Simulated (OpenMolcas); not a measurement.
# C2H6Zn (dimethylzinc): methods side by side

C2H6Zn has 9 atoms, charge 0, and is taken as a singlet. SMILES: `[CH3][Zn][CH3]`. Geometry: relaxed at PBE0-D4/def2-TZVP.

```xyz
9

C    -0.9343    1.3006   -1.0870
Zn    0.0101   -0.0050   -0.0020
C     0.9540   -1.3108    1.0832
H    -1.8069    0.8537   -1.5710
H    -0.2877    1.7032   -1.8714
H    -1.2834    2.1397   -0.4793
H     0.4673   -2.2887    1.0356
H     1.9855   -1.4349    0.7426
H     0.9839   -1.0040    2.1322
```

Each level gives the HOMO–LUMO gap (eV). The values are calculated.

| level | kind | program | value (eV) | CPU time |
| --- | --- | --- | --- | --- |
| HF/cc-pVDZ | Hartree–Fock | OpenMolcas | 12.03 | 22 s |
| BLYP/cc-pVDZ | GGA | OpenMolcas | 5.27 | 79 s |
| TPSS/cc-pVDZ | meta-GGA | OpenMolcas | 5.61 | 71 s |
| r2SCAN/cc-pVDZ | meta-GGA | OpenMolcas | 6.01 | 62 s |
| B3LYP/cc-pVDZ | global hybrid | OpenMolcas | 6.76 | 49 s |
| BHLYP/cc-pVDZ | global hybrid | OpenMolcas | 8.87 | 44 s |
| PBE0/cc-pVDZ | global hybrid | OpenMolcas | 7.29 | 47 s |
| B2PLYP/cc-pVDZ | double hybrid | OpenMolcas | 9.01 | 33 s |

The values span 5.27 to 12.03 eV. Orbital gaps aren't excitation energies, and those of double hybrids come from the SCF part alone; they tend to grow with the share of exact exchange. Times are those of the runs behind each value, whatever else they computed, on shared processors of several kinds: orders of magnitude only.
